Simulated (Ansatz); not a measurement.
# From F to Br: the HOMO–LUMO gap

All atoms of one element are swapped for its congeners: B2H4F2 `[BH2-]1[F+][BH2-][F+]1`; B2H4Cl2 `[BH2-]1[Cl+][BH2-][Cl+]1`; B2H4Br2 `[BH2-]1[Br+][BH2-][Br+]1`. All are singlets with charge 0.

Shapes, held fixed at every level: PBE0-D4/def2-TZVP. Programs: Ansatz 0.2.0. Values in eV.

| level | B2H4F2 | B2H4Cl2 | B2H4Br2 |
| --- | --- | --- | --- |
| SPW92/def2-TZVPP | 6.24 | 5.50 | 4.83 |
| PBE-D4/def2-TZVPP | 6.49 | 5.66 | 4.95 |
| BHLYP-D4/def2-TZVPP | 11.53 | 10.39 | 9.35 |
| PBE0-D4/def2-TZVPP | 9.07 | 8.04 | 7.16 |
| wB97X-V/def2-TZVPP | 13.68 | 12.64 | 11.67 |
| wB97M-V/def2-TZVPP | 13.13 | 12.23 | 11.33 |

At wB97M-V/def2-TZVPP the HOMO–LUMO gap falls at every step, from 13.13 to 11.33 eV. Every level shows the same order. Relativity is left out for Br unless named. Orbital gaps aren't excitation energies, and the LUMO depends on the basis.
